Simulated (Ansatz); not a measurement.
Breaking the Sn1–S2 bond in SnS (multiplicity 1 held). Energies count from the point at 2.223 Å.


Restricted levels (R-, RO-) in cc, def2 and unpolarised 6-31G sets keep to the state of the molecule at rest. Unrestricted levels (U-) break spin symmetry where that is lower. Active spaces are followed from rest. Levels need not reach the same state.

Correlated levels freeze the cores. Filled d and f shells under p-block atoms count as core.

Codes used: Ansatz (Gaussian basis) for Hartree–Fock, density functionals and correlated methods.  In def2 rows elements past Kr take small-core potentials, without spin–orbit coupling.

```tsv
level	energy at R = 8.891 Å (eV)
R-HF/def2-SVP	6.224
U-MP2/def2-SVP	4.446
U-SCS-MP2/def2-SVP	4.301
U-CCSD/def2-SVP	___
U-CCSD(T)/def2-SVP	4.327
CASSCF(10,8)/def2-SVP	4.281
SC-NEVPT2 on CASSCF(10,8)/def2-SVP	4.447
FIC-MRCISD on CASSCF(10,8)/def2-SVP	4.352
FIC-MRCISD+Q on CASSCF(10,8)/def2-SVP	4.336
```

**Question.** Some entries are withheld; supply them.

**Answer.** 
- U-CCSD/def2-SVP, energy at R = 8.891 Å (eV): 4.044

Doubts at one or more of the structures used: a restricted determinant that unrestricted orbitals would lower (R-HF/def2-SVP); a spin-contaminated determinant (U-MP2/def2-SVP, U-SCS-MP2/def2-SVP, U-CCSD/def2-SVP, U-CCSD(T)/def2-SVP).

Ansatz is a first-principles code.
